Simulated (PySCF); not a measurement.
Atomic charges by several schemes

Compound: C6H8O3.
Cartesian coordinates in Å at the GFN2-xTB level; atoms count from 1:
```xyz
17
C6H8O3 angstrom
O      3.221    1.185    0.114
C      3.057    0.085   -0.327
O      1.935   -0.589   -0.479
C      0.670   -0.102   -0.145
C      0.419    1.058    0.464
O     -0.821    1.509    0.767
C     -1.902    0.765    0.236
C     -1.659   -0.739    0.320
C     -0.419   -1.077   -0.504
H      3.879   -0.557   -0.693
H      1.183    1.751    0.778
H     -2.775    1.064    0.820
H     -2.057    1.057   -0.811
H     -2.532   -1.276   -0.047
H     -1.494   -1.012    1.364
H     -0.641   -1.020   -1.574
H     -0.071   -2.089   -0.294
```

Density: PBE0/pcSseg-1 (PySCF); schemes: Mulliken, IAO, Hirshfeld and ESP-fitted. One conformer (not necessarily the lowest) at the GFN2-xTB geometry, without solvent, vibrations or thermal averaging.

Problem. For which atoms does the sign change between the 4 schemes (beyond +0.03 e in one, beyond −0.03 e in another)?

Solution. C4, C5 and C7.

Problem. At which atom do the 4 schemes differ most?

Solution. At C2: from +0.175 (Hirshfeld) to +0.601 e (ESP-fitted), 0.426 e apart.

Problem. Which atoms carry the lowest charge in the Mulliken, IAO, Hirshfeld and ESP-fitted schemes?

Solution. The schemes don't all agree: Mulliken O6 (-0.467); IAO O1 (-0.444); Hirshfeld O1 (-0.237); ESP-fitted O1 (-0.524).

Problem. Tabulate the Mulliken, IAO, Hirshfeld and ESP-fitted charges.

Solution. In e:

| atom | environment | Mulliken | IAO | Hirshfeld | ESP-fitted |
| --- | --- | --- | --- | --- | --- |
| O1 | ester carbonyl oxygen | -0.407 | -0.444 | -0.237 | -0.524 |
| C2 | ester carbonyl carbon | +0.433 | +0.400 | +0.175 | +0.601 |
| O3 | ester single-bonded oxygen | -0.439 | -0.298 | -0.080 | -0.435 |
| C4 | vinylic carbon bearing oxygen | -0.050 | +0.074 | +0.027 | +0.289 |
| C5 | vinylic carbon bearing oxygen | +0.263 | +0.002 | -0.001 | -0.146 |
| O6 | cyclic ether oxygen | -0.467 | -0.330 | -0.113 | -0.314 |
| C7 | sp3 carbon bound to oxygen | +0.071 | -0.059 | +0.010 | +0.124 |
| C8 | ring CH2 carbon | -0.273 | -0.276 | -0.072 | -0.091 |
| C9 | allylic carbon | -0.162 | -0.268 | -0.079 | -0.173 |
| H10 | formyl hydrogen | +0.101 | +0.126 | +0.058 | +0.035 |
| H11 | vinylic hydrogen | +0.141 | +0.192 | +0.044 | +0.232 |
| H12 | methylene hydrogen | +0.128 | +0.157 | +0.052 | +0.063 |
| H13 | methylene hydrogen | +0.112 | +0.130 | +0.040 | +0.049 |
| H14 | methylene hydrogen | +0.129 | +0.148 | +0.051 | +0.049 |
| H15 | methylene hydrogen | +0.137 | +0.145 | +0.041 | +0.070 |
| H16 | methylene hydrogen | +0.140 | +0.144 | +0.040 | +0.082 |
| H17 | methylene hydrogen | +0.143 | +0.156 | +0.045 | +0.090 |

Mean size of the charges over all atoms: Mulliken 0.211 e, ESP-fitted 0.198 e, IAO 0.197 e, Hirshfeld 0.069 e. Each set sums to the total charge, 0, to within 0.001 e. The Hirshfeld scheme divides the density at each point in proportion to the densities of the neutral, spherically averaged free atoms. The IAO scheme projects the occupied orbitals on a minimal set of polarised atomic orbitals and counts the electrons in each atom's part of it.

Problem. How many electrons does the Mulliken scheme count on C4?

Solution. Z − q = 6 − (-0.050) = 6.050.

Problem. Sum the charges by element.

Solution. 
| element | atoms | Mulliken | IAO | Hirshfeld | ESP-fitted |
| --- | --- | --- | --- | --- | --- |
| O | 3 | -1.312 | -1.072 | -0.430 | -1.273 |
| C | 6 | +0.283 | -0.126 | +0.060 | +0.604 |
| H | 8 | +1.030 | +1.198 | +0.370 | +0.669 |
